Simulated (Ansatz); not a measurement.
Mo(OH)4 (MoO₄H₄) was relaxed with r2SCAN-D4 (def2-SVP) in Ansatz in these states: charge +1 doublet, neutral singlet, neutral triplet. The geometries follow in no particular order.

In the def2 sets Mo takes a core potential; there is no spin–orbit coupling.

A:

```tsv
atom	x (Å)	y (Å)	z (Å)
Mo1	0.034	0.077	-0.349
O2	-0.378	-1.562	-1.202
H3	-0.785	-2.219	-0.609
O4	-0.948	1.535	-1.006
H5	-1.721	1.959	-0.607
O6	-0.487	-0.665	1.345
H7	0.126	-0.385	2.046
O8	1.706	0.508	0.475
H9	2.452	0.752	-0.093
```

B:

```xyz
9

Mo   -0.087   -0.240   -0.012
O    -0.035   -1.103   -1.609
H     0.572   -1.045   -2.373
O    -1.477   -0.750    1.039
H    -1.749   -0.508    1.946
O     1.511   -0.397    0.865
H     2.116    0.346    1.072
O    -0.081    1.585   -0.238
H    -0.769    2.113   -0.691
```

C:

```xyz
9

Mo   -0.086    0.392   -0.091
O     0.344    1.062   -1.764
H     0.525    0.541   -2.562
O    -0.589    1.558    1.258
H    -0.954    1.310    2.121
O    -1.301   -1.047   -0.246
H    -0.815   -1.860    0.033
O     0.984   -1.094    0.505
H     1.891   -0.862    0.746
```

Task: Judge from the bond lengths which geometry belongs to which state (an estimate).

Result: A is the neutral triplet (Mo1–O6 1.921 Å, Mo1–O8 1.913 Å, Mo1–O2 1.893 Å); B is the charge +1 doublet (Mo1–O6 1.830 Å, Mo1–O8 1.839 Å, Mo1–O2 1.816 Å); C is the neutral singlet (Mo1–O6 1.890 Å, Mo1–O8 1.926 Å, Mo1–O2 1.853 Å).

A triplet lies near this restricted singlet, and broken spin symmetry wasn't tried. At PBE0-D4/def2-TZVP a triplet lies 0.43 eV below the neutral singlet.
